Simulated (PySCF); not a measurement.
Species: C₄H₅F₃O₂.
Z-matrix (Å and degrees, PBE0-D3(BJ)/def2-SVP geometry), rows numbered from 1:
```
C 
C   1  1.5101
O   2  1.4356  1  111.42
C   3  1.3195  2  116.90  1    81.74
O   4  1.1961  3  127.24  2     0.80
C   4  1.5396  3  109.61  2  -179.70
F   6  1.3202  4  110.15  3   176.69
F   6  1.3305  4  110.27  3   -63.23
F   6  1.3303  4  110.48  3    56.49
H   1  1.1001  2  109.69  3   175.46
H   1  1.0998  2  110.91  3    55.90
H   1  1.0992  2  110.87  3   -65.32
H   2  1.1001  1  111.31  3   121.29
H   2  1.0978  1  111.79  3  -116.41
```

The closed-shell ground state was solved at several levels (PySCF, density fitting, gas phase, non-relativistic).

```
              level  basis functions  HOMO (eV)  LUMO (eV)  gap (eV)  dipole (D)
CAM-B3LYP/def2-SVPD              235     -10.56       0.20     10.76        3.26
        B3LYP/pcJ-1              293      -8.63      -1.06      7.57        3.13
      PBE0/pcSseg-1              178      -8.91      -0.79      8.12        3.13
```

Problem. What might wB97X-D/pcSseg-1 (178 basis functions) give for the same quantities?

Solution. HOMO -10.89 eV, LUMO 1.06 eV, gap 11.95 eV, dipole 3.17 D.

Problem. Over all these levels, which gives the widest orbital gap and which the narrowest?

Solution. wB97X-D/pcSseg-1 (range-separated hybrid) has the widest, 11.95 eV, and B3LYP/pcJ-1 (global hybrid, 20 % exact exchange) the narrowest, 7.57 eV. Functional and basis both differ between the two, so the spread mixes both effects.

Problem. How far do the dipole and the HOMO energy spread over the levels?

Solution. The dipole runs from 3.13 to 3.26 D (mean 3.17 D) and the HOMO from -10.89 to -8.63 eV.

One conformer stands for the species.
